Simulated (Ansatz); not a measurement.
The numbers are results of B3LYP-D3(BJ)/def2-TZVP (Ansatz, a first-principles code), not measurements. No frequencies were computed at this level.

Ansatz 0.2 input:
```yaml
crystal:
  periodic: [false, false, false]
  atoms:
    - { symbol: N, position_ang: [1.076963, 0.065743, -0.369504] }
    - { symbol: Si, position_ang: [-0.541871, 0.004537, 0.144029] }
    - { symbol: Br, position_ang: [-0.947356, -1.399531, 1.818998] }
    - { symbol: Br, position_ang: [-1.751254, -0.628222, -1.591371] }
    - { symbol: Br, position_ang: [-1.092747, 2.038436, 0.803175] }
    - { symbol: H, position_ang: [1.7787, 0.56921, 0.144599] }
    - { symbol: H, position_ang: [1.477566, -0.650174, -0.949927] }
basis:
  gaussian: { orbitals: def2-tzvp }
hamiltonian:
  xc: b3lyp
  dispersion: d3bj
relax:
  max_steps: 150
```

Output:

```
Functional definition: B3LYP
1743 factors; their error is unknown
mean field evaluation 1: about -219539.3954 eV, gradient 6.4e1 eV
mean field evaluation 2: about -219523.9087 eV, gradient 9.8e1 eV
mean field evaluation 4: about -219546.7040 eV, gradient 5.5e0 eV
mean field evaluation 8: about -219547.8220 eV, gradient 5.9e-1 eV
mean field evaluation 16: about -219547.8223 eV, gradient 5.8e-5 eV
mean field -219547.82233783 eV, -8068.2336560563 hartree, gradient 5.8e-5 eV, S^2 0.000000; 0 other end points of the search recorded, 0 dependent functions left out
reference -219547.82261220 eV, -8068.2336661392 hartree; 64, 64 occupied and 160, 160 virtual orbitals, 1743 factors
relax step   1: F+E_penalty+E_count = -219548.37766583 eV  Δ(F+E_penalty+E_count) = +0.000e0 eV  max|allowed force component| = 4.817e-1 eV/Å  Δτ_max = 0.0000 Å  (27 SCF iters, accepted)
these checks for a lower state are left out or cut short: starts, cluster_reference, orbital_swaps, neighbouring_geometries, increment
1743 factors; their error is unknown
mean field -219547.82846219 eV, -8068.2338811226 hartree, gradient 4.6e-6 eV, S^2 0.000000; 0 other end points of the search recorded, 0 dependent functions left out
reference -219547.82873670 eV, -8068.2338912107 hartree; 64, 64 occupied and 160, 160 virtual orbitals, 1743 factors
relax step   2: F+E_penalty+E_count = -219548.38297720 eV  Δ(F+E_penalty+E_count) = -5.311e-3 eV  max|allowed force component| = 2.106e-1 eV/Å  Δτ_max = 0.0223 Å  (32 SCF iters, accepted)
these checks for a lower state are left out or cut short: starts, cluster_reference, orbital_swaps, neighbouring_geometries, increment
1743 factors; their error is unknown
mean field -219547.82978469 eV, -8068.2339297235 hartree, gradient 2.6e-5 eV, S^2 0.000000; 0 other end points of the search recorded, 0 dependent functions left out
reference -219547.83005908 eV, -8068.2339398071 hartree; 64, 64 occupied and 160, 160 virtual orbitals, 1743 factors
relax step   3: F+E_penalty+E_count = -219548.38443983 eV  Δ(F+E_penalty+E_count) = -1.463e-3 eV  max|allowed force component| = 4.405e-2 eV/Å  Δτ_max = 0.0054 Å  (32 SCF iters, accepted)
these checks for a lower state are left out or cut short: starts, cluster_reference, orbital_swaps, neighbouring_geometries, increment
1743 factors; their error is unknown
mean field evaluation 32: about -219546.7729 eV, gradient 1.9e-3 eV
mean field -219547.82925407 eV, -8068.2339102235 hartree, gradient 2.7e-5 eV, S^2 0.000000; 0 other end points of the search recorded, 0 dependent functions left out
reference -219547.82952818 eV, -8068.2339202967 hartree; 64, 64 occupied and 160, 160 virtual orbitals, 1743 factors
relax step   4: F+E_penalty+E_count = -219548.38450673 eV  Δ(F+E_penalty+E_count) = -6.690e-5 eV  max|allowed force component| = 9.400e-2 eV/Å  Δτ_max = 0.0140 Å  (33 SCF iters, accepted)
these checks for a lower state are left out or cut short: starts, cluster_reference, orbital_swaps, neighbouring_geometries, increment
1743 factors; their error is unknown
mean field -219547.82981548 eV, -8068.2339308548 hartree, gradient 2.7e-5 eV, S^2 0.000000; 0 other end points of the search recorded, 0 dependent functions left out
reference -219547.83008966 eV, -8068.2339409308 hartree; 64, 64 occupied and 160, 160 virtual orbitals, 1743 factors
relax step   5: F+E_penalty+E_count = -219548.38480471 eV  Δ(F+E_penalty+E_count) = -2.980e-4 eV  max|allowed force component| = 6.301e-3 eV/Å  Δτ_max = 0.0069 Å  (32 SCF iters, accepted)
1743 factors; their error is unknown
mean field evaluation 64: about -219547.8298 eV, gradient 3.4e-3 eV
mean field -219547.82981548 eV, -8068.2339308548 hartree, gradient 2.7e-5 eV, S^2 0.000000; 1 other end points of the search recorded, 0 dependent functions left out
reference -219547.83008966 eV, -8068.2339409308 hartree; 64, 64 occupied and 160, 160 virtual orbitals, 1743 factors
Total energy: -219548.38507889 eV, -8068.2543364090 hartree
Atom 0 at     1.080511     0.074027    -0.379619 Å, force     0.005245     0.001385    -0.003107 eV/Å
Atom 1 at    -0.528890     0.015052     0.128682 Å, force    -0.006301     0.005709    -0.004617 eV/Å
Atom 2 at    -0.937982    -1.392915     1.809150 Å, force    -0.001580    -0.004516     0.005461 eV/Å
Atom 3 at    -1.760808    -0.639665    -1.592555 Å, force     0.000721     0.001201     0.002404 eV/Å
Atom 4 at    -1.098285     2.042858     0.816235 Å, force    -0.000228    -0.002593    -0.001000 eV/Å
Atom 5 at     1.774606     0.565456     0.161345 Å, force     0.001747     0.001937     0.002705 eV/Å
Atom 6 at     1.470849    -0.664814    -0.943238 Å, force     0.000397    -0.003123    -0.001846 eV/Å
Dipole moment:     0.484808    -0.042735    -0.085735 e Å
```

Cost: roughly 2.8 core-minutes.
